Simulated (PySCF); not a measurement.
Isomers of C5H10OSi3.

All values: PBE0/pcSseg-1 (PySCF) at GFN2-xTB geometries, gas phase, one conformer each.

**Question.** Rank by the highest Hirshfeld charge on any atom, highest value first.
A. `[CH:1]#[C:2][Si:3]([C:4]#[CH:5])([O:6][SiH3:7])[SiH2:8][CH3:9]` with C2–Si3–O6–Si7 50°, C2–Si3–Si8–C9 58°
B. `[CH:1]#[C:2][Si@@H:3]1[CH:4]=[CH:5][Si@@H:6]([O:7][SiH3:8])[CH2:9]1` with C5–Si6–O7–Si8 90°
C. `[CH:1]#[C:2][C@@H:3]1[CH:4]=[CH:5][SiH2:6][Si@@H:7]1[O:8][SiH3:9]` with Si6–Si7–O8–Si9 -73°
D. `[cH:1]1[cH:2][o:3][c:4]([SiH:5]2[SiH2:6][CH2:7][SiH2:8]2)[cH:9]1` with O3–C4–Si5–Si6 46°

**Answer.** B (+0.425 e), A (+0.394 e), C (+0.379 e), D (+0.242 e).

**Question.** Rank by the highest IAO charge on any atom, lowest value first.
A. `[cH:1]1[cH:2][o:3][c:4]([SiH:5]2[SiH2:6][CH2:7][SiH2:8]2)[cH:9]1` with O3–C4–Si5–Si6 46°
B. `[CH:1]#[C:2][Si:3]([C:4]#[CH:5])([O:6][SiH3:7])[SiH2:8][CH3:9]` with C2–Si3–O6–Si7 50°, C2–Si3–Si8–C9 58°
C. `[CH:1]#[C:2][C@@H:3]1[CH:4]=[CH:5][SiH2:6][Si@H:7]1[O:8][SiH3:9]` with Si6–Si7–O8–Si9 49°
D. `[CH:1]#[C:2][Si@@H:3]1[CH:4]=[CH:5][Si@H:6]([O:7][SiH3:8])[CH2:9]1` with C5–Si6–O7–Si8 -69°, C2–Si3–C4–C5 -107°, C4–C5–Si6–O7 106°, C5–Si6–C9–Si3 14°, C2–Si3–C9–Si6 101°
E. `CC#C[Si@@H]1C=C[SiH2]O[SiH2]1`

**Answer.** A (+0.454 e), C (+0.887 e), E (+1.011 e), B (+1.028 e), D (+1.134 e).

All values together:

```
                            SMILES  μ (D)  HOMO (eV)  LUMO (eV)  lowest IAO charge (e)  highest IAO charge (e)  lowest Hirshfeld charge (e)  highest Hirshfeld charge (e)
   C#C[Si@@H]1C=C[Si@H](O[SiH3])C1   0.56      -7.89      -0.93             -0.881 (O)             +1.134 (Si)                   -0.305 (O)                   +0.424 (Si)
  C#C[Si@@H]1C=C[Si@@H](O[SiH3])C1   0.33      -7.83      -0.86             -0.882 (O)             +1.137 (Si)                   -0.305 (O)                   +0.425 (Si)
     CC#C[Si@@H]1C=C[SiH2]O[SiH2]1   2.09      -7.30      -0.80             -0.886 (O)             +1.011 (Si)                   -0.306 (O)                   +0.400 (Si)
  C#C[Si@@H](C)[Si@@H](C#C)O[SiH3]   0.58      -7.61      -0.94             -0.888 (O)             +0.892 (Si)                   -0.304 (O)                   +0.393 (Si)
      C#C[Si](C#C)(O[SiH3])[SiH2]C   0.79      -7.90      -1.03             -0.880 (O)             +1.028 (Si)                   -0.300 (O)                   +0.394 (Si)
C#C[C@@H]1C=C[SiH2][Si@@H]1O[SiH3]   0.49      -7.23      -0.73             -0.878 (O)             +0.886 (Si)                   -0.302 (O)                   +0.379 (Si)
   C#C[Si@@H](C)[Si@H](C#C)O[SiH3]   0.66      -7.61      -0.99             -0.884 (O)             +0.893 (Si)                   -0.301 (O)                   +0.390 (Si)
     c1coc([SiH]2[SiH2]C[SiH2]2)c1   0.78      -6.49      -0.85             -0.811 (C)             +0.454 (Si)                   -0.252 (C)                   +0.242 (Si)
 C#C[C@@H]1C=C[SiH2][Si@H]1O[SiH3]   0.88      -7.14      -0.72             -0.878 (O)             +0.887 (Si)                   -0.304 (O)                   +0.393 (Si)
     C#C[Si@@H](O[SiH3])[SiH2]C#CC   1.21      -7.43      -0.84             -0.883 (O)             +0.896 (Si)                   -0.301 (O)                   +0.388 (Si)
```

Conformers: `[CH:1]#[C:2][Si@@H:3]1[CH:4]=[CH:5][Si@H:6]([O:7][SiH3:8])[CH2:9]1` with C5–Si6–O7–Si8 -69°, C2–Si3–C4–C5 -107°, C4–C5–Si6–O7 106°, C5–Si6–C9–Si3 14°, C2–Si3–C9–Si6 101°; `[CH:1]#[C:2][Si@@H:3]1[CH:4]=[CH:5][Si@@H:6]([O:7][SiH3:8])[CH2:9]1` with C5–Si6–O7–Si8 90°; `[CH:1]#[C:2][Si@@H:3]([CH3:4])[Si@@H:5]([C:6]#[CH:7])[O:8][SiH3:9]` with C2–Si3–Si5–C6 -4°, Si3–Si5–O8–Si9 -103°; `[CH:1]#[C:2][Si:3]([C:4]#[CH:5])([O:6][SiH3:7])[SiH2:8][CH3:9]` with C2–Si3–O6–Si7 50°, C2–Si3–Si8–C9 58°; `[CH:1]#[C:2][C@@H:3]1[CH:4]=[CH:5][SiH2:6][Si@@H:7]1[O:8][SiH3:9]` with Si6–Si7–O8–Si9 -73°; `[CH:1]#[C:2][Si@@H:3]([CH3:4])[Si@H:5]([C:6]#[CH:7])[O:8][SiH3:9]` with C2–Si3–Si5–C6 167°, Si3–Si5–O8–Si9 42°; `[cH:1]1[cH:2][o:3][c:4]([SiH:5]2[SiH2:6][CH2:7][SiH2:8]2)[cH:9]1` with O3–C4–Si5–Si6 46°; `[CH:1]#[C:2][C@@H:3]1[CH:4]=[CH:5][SiH2:6][Si@H:7]1[O:8][SiH3:9]` with Si6–Si7–O8–Si9 49°; `[CH:1]#[C:2][Si@@H:3]([O:4][SiH3:5])[SiH2:6][C:7]#[C:8][CH3:9]` with C2–Si3–O4–Si5 82°, C2–Si3–Si6–C7 -162°.
